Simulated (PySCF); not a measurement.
# Working out the ionisation energy of S²⁺

S²⁺ [Ne] 3s2 3p2 (3P) → S³⁺ [Ne] 3s2 3p1 (2P). Computed with PySCF 2.14 in cc-pV(D+d)Z (4s3p2d, 23 functions), with no relativity, point nucleus. Frozen: [Ne]. Energies in hartree (1 hartree = 27.21139 eV):

| part | S²⁺ (lower) | S³⁺ (upper) |
| --- | --- | --- |
| UHF | -396.323044 | -395.068820 |
| CCSD correlation | -0.077257 | -0.064021 |
| (T) | -0.000941 | -0.000619 |

Task: What does Hartree-Fock give?

Result: (-395.068820) − (-396.323044) = 1.254224 hartree = 34.129 eV.

Task: What do CCSD and CCSD(T) give?

Result: The CCSD correlation energies differ by 0.013236 hartree = 0.360 eV and the triples by 0.000322 hartree = 0.009 eV, so CCSD gives 34.489 eV and CCSD(T) 34.498 eV.

Reference: 34.86 ± 0.04 eV (semi-empirical (NIST evaluation); NIST Atomic Spectra Database, ionization energies), between the lowest levels; spin-orbit coupling is absent from the calculation.

What remains against the reference includes basis incompleteness, the frozen core and higher excitations.
